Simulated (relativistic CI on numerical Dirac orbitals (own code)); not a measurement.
A ladder of approximations for the levels of Ga VI

Calculated with a relativistic CI code on KLI orbitals (one set per configuration, finite nucleus), adding one ingredient at a time: step 1, Dirac-Coulomb, each configuration alone; step 2, with Breit and QED terms; step 3, with configuration mixing; step 4, with scaled Slater integrals (0.9); step 5, with a P86 correlation estimate; step 6, tied to the ionisation limit. P86 is a density functional for the correlation energy, evaluated here for each configuration and added to its levels. Step 6 is semi-empirical: configurations made of the next ion and one excited electron move by 5623 cm⁻¹, so that their limit matches the tabulated ionisation energy, and those with a non-penetrating f or g electron also take the P86 value of the least penetrating other one.

Configuration list (outside the closed core [Ne]): 3s2 3p6 3d8, 3s2 3p6 3d7 4s, 3s2 3p6 3d7 4p, 3s2 3p5 3d9, 3s2 3p6 3d7 4d, 3s2 3p6 3d7 5s, 3s2 3p6 3d7 5p, 3s2 3p6 3d7 4f, 3s 3p6 3d9, 3s2 3p6 3d7 5d, 3s2 3p6 3d7 5f, 3s2 3p6 3d6 4s 4p, 3s2 3p6 3d6 4s2, 3s2 3p6 3d5 4s2 4p, 3s2 3p6 3d5 4s2 4d, 3s2 3p6 3d5 4s2 5s, 3s2 3p6 3d5 4s2 5p.

Computed minus measured energy above the ground level, in cm⁻¹, for 20 of the 59 excited levels that pair in every step (one J of a term; a digit in brackets numbers repeated terms):

```
 Configuration  Term  J  Measured  Step 1  Step 2  Step 3  Step 4  Step 5  Step 6
   3s2 3p6 3d8    3F  3      3193      94     -51     -58     -58     -58     -58
   3s2 3p6 3d8    1D  2     20532    3710    3764    2572     526     526     525
   3s2 3p6 3d8    3P  2     25683    4328    4166    3574     993     999    1002
   3s2 3p6 3d8    1G  4     34249    3615    3430    3420    -100    -100    -100
   3s2 3p6 3d8    1S  0     78106   12041   12130   11865    3171    3176    3178
3s2 3p6 3d7 4s    5F  5    290618   -8868   -8488   -8302   -5954    1801    7422
3s2 3p6 3d7 4s    3F  4    301417   -7293   -6913   -6863   -5691    2065    7685
3s2 3p6 3d7 4s    5P  3    315883   -4173   -3705   -4030   -4396    3361    8982
3s2 3p6 3d7 4s    3G  5    320899   -6032   -5710   -5589   -6404    1351    6972
3s2 3p6 3d7 4s    3P  2    325408    -250     186      20   -1636    6120   11740
3s2 3p6 3d7 4s    1G  4    327160   -5216   -4948   -4963   -6315    1440    7060
3s2 3p6 3d7 4s    3H  6    330355   -5574   -5443   -5407   -7123     633    6253
3s2 3p6 3d7 4s    1H  5    336722   -4718   -4614   -4748   -6985     772    6392
3s2 3p6 3d7 4p   5F°  5    389983  -10451  -10204  -10009   -7506     941    6560
3s2 3p6 3d7 4p   5G°  6    395469  -10502  -10305  -10050   -7880     566    6186
3s2 3p6 3d7 4p   5D°  1    398299   -9787   -9675   -9573   -7252    1195    6814
3s2 3p6 3d7 4p   3G°  5    400533   -9612   -9428   -9375   -7671     777    6395
3s2 3p6 3d7 4p   3F°  4    401120   -8999   -8801   -8851   -7342    1106    6724
3s2 3p6 3d7 4p   3D°  2    406690   -7980   -7811   -7915   -6855    1593    7210
3s2 3p6 3d7 4p   5S°  2    406844   -7274   -6962   -6893   -6122    2325    7944
```

Mean absolute errors in cm⁻¹, over all paired levels and for the configurations:

```tsv
Configuration, levels	Step 1	Step 2	Step 3	Step 4	Step 5	Step 6
all, 59	5960	5808	5671	5168	2006	6858
3s2 3p6 3d8, 8	4096	4032	3670	914	917	919
3s2 3p6 3d7 4s, 35	4719	4562	4461	5118	2694	8305
3s2 3p6 3d7 4p, 16	9606	9423	9320	7403	1045	6663
```

Measured levels: Shirai, Reader, Kramida and Sugar, J. Phys. Chem. Ref. Data 36, 509 (2007).

The mean absolute error is lowest at step 5 (2006 cm⁻¹), and the largest single drop is from step 4 to 5 (5168 to 2006). Terms of the ground configuration are off by 4096 at first, 3670 with mixing and 914 after scaling, which stands in for the correlation that narrows term splittings. The Breit and QED terms change the top of the ground term (measured 5164) from 5382 to 5157. Mixing lowers the ground level by 371; relative to it the configurations that move most are 3s2 3p6 3d7 4p by +103, 3s2 3p6 3d7 4s by -102. The P86 estimate moves 3s2 3p6 3d7 4p by +8447, 3s2 3p6 3d7 4s by +7756, and takes the mean absolute error of the excited configurations from 5835 to 2176. Step 6 takes that error from 2176 to 7790; it grows for 3s2 3p6 3d7 4s, 3s2 3p6 3d7 4p. The shift fits the limit, so it does little for low levels whose errors differ from those near the limit.
